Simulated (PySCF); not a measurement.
# Mg: excitation energy

Mg [Ne] 3s2 (1S) → Mg [Ne] 3p2 (3P), as a difference of total energies. Computed with PySCF 2.14 in aug-cc-pVQZ-DK (7s6p4d3f2g, 84 functions), with scalar relativity by spin-free X2C-1e. Correlated levels: valence: [Ne] frozen. The calculations carry no spin-orbit coupling.

```tsv
method	excitation energy (cm⁻¹)	error (cm⁻¹)
UHF	50814	-7040
MP2 (valence)	55039	-2815
SCS-MP2 (valence)	56873	-981
CCSD (valence)	56365	-1489
```

Reference: 57854 cm⁻¹ (measured; NIST levels, between the centres of gravity of the two terms).

Errors of the correlated levels include the incompleteness of this basis and the frozen core.

With two correlated electrons CCSD is exact in that space.
